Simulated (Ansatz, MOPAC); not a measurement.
Species: C3H2F3, net charge 0, doublet state. SMILES: C=C(F)[C](F)F

Atoms: C1, C2, F3, C4, F5, F6, H7, H8. Bonds: C1-C2, C1-H7, C1-H8, C2-F3, C2-C4, C4-F5, C4-F6.

Bond lengths (Å) and angles (degrees) optimised at AM1 with MOPAC; PM3 with MOPAC; HF/6-31G* with Ansatz (a program for electronic structure); PBE/6-31G* with Ansatz; B3LYP/6-31G* with Ansatz; MP2/6-31G* with Ansatz, each started from the B3LYP-D3(BJ)/def2-TZVP structure (Ansatz) of the last column. A row stands for all coordinates that are equal there; 9 of 15 kinds are shown. 6-31G* holds six Cartesian d functions. At HF/6-31G* the structure is a saddle point. No wavenumbers were computed at PBE/6-31G*, MP2/6-31G*, so these may be saddle points.

| coordinate | AM1 | PM3 | HF/6-31G* | PBE/6-31G* | B3LYP/6-31G* | MP2/6-31G* | B3LYP-D3(BJ)/def2-TZVP |
|---|---|---|---|---|---|---|---|
| C1-C2 | 1.380 | 1.379 | 1.380 | 1.380 | 1.373 | 1.368 | 1.366 |
| C1-H7 | 1.094 | 1.085 | 1.071 | 1.090 | 1.082 | 1.080 | 1.078 |
| C2-F3 | 1.354 | 1.342 | 1.332 | 1.359 | 1.353 | 1.358 | 1.351 |
| C2-C4 | 1.433 | 1.422 | 1.375 | 1.394 | 1.384 | 1.368 | 1.380 |
| C4-F5 | 1.330 | 1.321 | 1.301 | 1.327 | 1.320 | 1.323 | 1.314 |
| C4-F6 | 1.332 | 1.322 | 1.306 | 1.331 | 1.324 | 1.328 | 1.319 |
| C1-C2-F3 | 121.3 | 120.6 | 119.1 | 119.9 | 119.7 | 119.7 | 119.4 |
| C1-C2-C4 | 122.2 | 123.6 | 126.3 | 126.2 | 126.3 | 126.1 | 126.6 |
| F3-C2-C4 | 116.5 | 115.8 | 114.5 | 113.8 | 114.0 | 114.2 | 114.0 |

Mean signed difference of all 7 bond lengths from B3LYP-D3(BJ)/def2-TZVP: AM1 0.019 Å, PM3 0.010 Å, HF/6-31G* -0.007 Å, PBE/6-31G* 0.012 Å, B3LYP/6-31G* 0.005 Å, MP2/6-31G* 0.003 Å.
